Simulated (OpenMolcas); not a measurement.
**Ni3+: effect of the basis set**

| Property | Result |
| --- | --- |
| Program | OpenMolcas |
| Method | CASSCF |
| Active space | 7 electrons in 5 orbitals (3d) |
| State averaging | 2S+1 = 4 even, 10 roots; 2S+1 = 2 even, 40 roots |
| Spin-orbit coupling | state interaction with AMFI integrals over the reference wave functions, term energies averaged over their components |

A. ANO-R1 [5s4p2d1f], X2C, finite nucleus; cost of the order of 13 core-seconds
B. ANO-RCC-VTZP [6s5p3d2f1g], DKH2, point nucleus; cost about 11 core-seconds
C. ANO-L-VTZP [6s5p3d2f1g], non-relativistic, point nucleus; cost about 12 core-seconds
D. ANO-R2 [6s5p4d2f1g], X2C, finite nucleus; cost about 13 core-seconds
E. ANO-RCC-VQZP [7s6p4d3f2g1h], DKH2, point nucleus; cost roughly 9 core-seconds
F. ANO-R3 [7s5p5d3f2g1h], X2C, finite nucleus; cost about 9 core-seconds

Energies in cm-1 above 3d7 4F 9/2, the measured ground level; measured values from Corliss and Sugar, J. Phys. Chem. Ref. Data 10, 197 (1981).

```csv
Level,A,B,C,D,E,F,Measured
3d7 4F 9/2,0.0,0.0,0.0,0.0,0.0,0.0,0.0
3d7 4F 7/2,1192,1145,1191,1150,1154,1158,1190
3d7 4F 5/2,2062,1984,2060,1992,1999,2006,2042
3d7 4F 3/2,2656,2559,2655,2569,2577,2585,2621
3d7 4P 5/2,22015,22246,22105,22215,22197,22228,18119
3d7 2G 9/2,22049,22368,22154,22316,22296,22325,19830
3d7 4P 3/2,22378,22611,22470,22579,22561,22592,18367
3d7 4P 1/2,22960,23161,23051,23132,23117,23151,18958
3d7 2G 7/2,23193,23466,23297,23421,23405,23438,20948
3d7 2P 3/2,29092,29495,29229,29429,29402,29441,23649
3d7 2H 11/2,29294,29687,29431,29623,29597,29636,26649
3d7 2P 1/2,30304,30655,30440,30597,30575,30617,24651
3d7 2H 9/2,30316,30666,30453,30608,30587,30629,27678
3d7 2D 5/2(1),31740,32185,31892,32109,32081,32123,27096
3d7 2D 3/2(1),33554,33911,33703,33849,33828,33876,28778
3d7 2F 5/2,50522,51175,50759,51067,51021,51088,43438
3d7 2F 7/2,51025,51657,51262,51552,51508,51577,43859
3d7 2D 3/2(2),78811,79892,79196,79705,79630,79734,67360
3d7 2D 5/2(2),79384,80440,79768,80256,80184,80290,67990
```

Deviations, from unrounded energies. A percentage is the sum of absolute deviations over the sum of measured energies, with the sign that they share, or ± where signs differ.

| Against measurement | Levels | A | B | C | D | E | F |
| --- | --- | --- | --- | --- | --- | --- | --- |
| mean absolute deviation (cm-1) | 18 | 4400 | 4800 | 4500 | 4700 | 4700 | 4700 |
| fine structure of the ground term (%) | 3 | +1.0 | -2.8 | +0.9 | -2.4 | -2.1 | -1.8 |
| other terms of the ground configuration (%) | 15 | +16.6 | +18.1 | +17.1 | +17.8 | +17.7 | +17.9 |

A, C lie about equally close to measurement and B furthest from it. The largest miss of A in the table is 3d7 2D 3/2(2), by +11000 cm-1. The ranking rests on the paired levels alone, and a cruder setting can come out closer through cancelling errors.

Among A to F the level of the table that moves most is 3d7 2D 3/2(2), by 1100 cm-1 (lowest in A, highest in B).

Without dynamic correlation excited terms often stand tens of per cent too high (terms of higher spin than the ground term too low), and those without a measured partner can miss by more than the paired ones. The basis is small and was not contracted for so high a charge (holds for A). Some levels mix across a computed gap that differs much from the measured one, so their mixing is not that of the real levels (holds for B). Measured partners are found by configuration, term and J. A level has none where our copy of the source lacks it or the pairing is in doubt (some pairs that miss far off the trend of their configuration count as doubtful), and it then counts in no deviation. Only configurations of the active space appear.

A number in round brackets counts repeated terms of one configuration in the order of the reference energies.
